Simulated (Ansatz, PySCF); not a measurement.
Gas-phase reaction in SMILES: CCC(O)CC → C[CH]C(O)CC + H atom (the C-H bond at the site shown breaks; other sites are not compared here)
Each molecule is optimised on its own at B3LYP-D3(BJ)/def2-TZVP (Ansatz, a program for electronic structure), one conformer each, not searched for the lowest. Frequencies are from PySCF.

Wanted: bond dissociation energy (0 K, with B3LYP-D3(BJ) harmonic zero-point energies), in eV. Valence correlation only, unless marked. Open shells are spin-unrestricted. Spin-orbit coupling is left out. Non-relativistic. CBS marks a two-point X^-3 extrapolation of the correlation energy; Hartree-Fock from the larger set. The bracket is a focal-point correction in the basis named.

RI-MP2/CBS(cc-pVTZ,cc-pVQZ)+[CCSD(T)-MP2]/cc-pVTZ (Ansatz) gives 4.29 eV.

**Question.** Another calculation gave 4.22 eV. Which level was it?
A) wB97M-V/def2-TZVPD (Ansatz)
B) SVWN5/def2-TZVPD (Ansatz)
C) PBE0/def2-TZVPD (Ansatz)
D) revPBE/def2-TZVPD (Ansatz)

**Answer.** A, wB97M-V/def2-TZVPD (Ansatz). The others give 4.03 (PBE0), 3.92 (revPBE), 4.49 (SVWN5) eV.
